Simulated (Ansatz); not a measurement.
`[CH3][Ga]([Cl])[C]#N` + H₂ → `[CH3][GaH][Cl]` + `C#N`  (hydrogenolysis of a Ga–C bond)

Gas-phase electronic energies from Ansatz, PBE0-D4/def2-TZVP geometries. CCSD(T)/CBS adds triple-zeta CCSD(T) − MP2 to the extrapolated MP2 energy (def2 sets, frozen cores). This one scheme is used for every species. Functionals use def2-TZVPP. For Ga outer-core shells are correlated without core-valence functions, which leaves a few kJ/mol of doubt a bond. Scalar relativity is left out up to krypton.

`[CH3][Ga]([Cl])[C]#N`:

Cartesian coordinates in Å:
```
C -1.171 0.563 -0.397
Ga 0.266 -0.353 0.527
Cl 0.033 -1.271 2.436
C 2.067 -0.539 -0.177
N 3.122 -0.625 -0.634
H -2.082 0.553 0.199
H -1.358 0.076 -1.356
H -0.878 1.596 -0.598
```

H₂:

Cartesian coordinates in Å:
```
H -0.136 0.239 0.252
H 0.136 -0.239 -0.252
```

`[CH3][GaH][Cl]`:

```xyz
7

C    -0.043    0.901    0.327
Ga    0.250   -0.920   -0.315
Cl   -1.519   -2.033   -0.861
H     0.396    1.026    1.320
H    -1.107    1.129    0.373
H     0.447    1.614   -0.340
H     1.577   -1.718   -0.503
```

`C#N`:

```xyz
3

C     0.007    0.020   -0.015
N    -0.293   -0.847    0.672
H     0.287    0.827   -0.656
```

CCSD(T)/CBS gives +0.29 eV.

**Question.** Another level gave +0.15 eV. Which?
A. BLYP-D4/def2-TZVPP
B. RPA@PBE/def2-TZVPP
C. HF/def2-TZVPP
D. MP2/def2-TZVPP

**Answer.** C. HF/def2-TZVPP 0.15, BLYP-D4 0.27, MP2/def2-TZVPP 0.38, RPA@PBE/def2-TZVPP 0.31 eV.

Largest T1 diagnostic among the species: 0.014.

At CCSD(T), def2-SVP lies −0.04 eV from the extrapolated value and def2-TZVPP +0.03 eV. Leaving LDA and LC-ωPBE aside and taking each functional with its dispersion term where it has one, the values, not all of them listed here, spread over 0.12 eV, from B97M-V to revPBE-D4. LDA lies −0.03 eV from PBE without D4.
